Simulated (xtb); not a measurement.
ClHO₂SW, SMILES [O]=[W]([SH])(=[O])[Cl], multiplicity 1. All values are semi-empirical tight-binding results from xtb (GFN2-xTB unless named), good for trends rather than for accurate numbers. The structure is a stationary point at GFN2-xTB. The spin state was assumed, not searched. The structure was generated by enumeration; whether it is a known compound was not checked. One conformer was computed; it need not be the lowest.

Optimised geometry:

Bonds (Å): W1–O2 1.675, W1–O3 1.675, W1–Cl4 2.170, W1–S5 2.362, S5–H6 1.342. Angles (°): O2–W1–O3 117.7, O2–W1–Cl4 111.7, O2–W1–S5 102.7, O3–W1–Cl4 109.7, O3–W1–S5 105.2, Cl4–W1–S5 109.2, W1–S5–H6 95.9.
Charge 0, spin multiplicity 1.

For metal compounds this method's bond lengths and energies can be far off.

Computed properties:
```json
{
 "orbital_gap": "3.29 eV",
 "zero_point_energy": "9.0 kcal/mol",
 "G − E(el) at 298.15 K (modified RRHO)": "-12.3 kcal/mol"
}
```

Question: Give the atomic charges and the Wiberg bond orders between heavy atoms. (An estimate is asked for; the answer gives what the named calculation found.)

Answer: charges (e) W1 1.00, O2 -0.49, O3 -0.48, Cl4 -0.09, S5 -0.16, H6 0.23. Bond orders W1–O2 2.13, W1–O3 2.12, W1–Cl4 1.32, W1–S5 1.37.
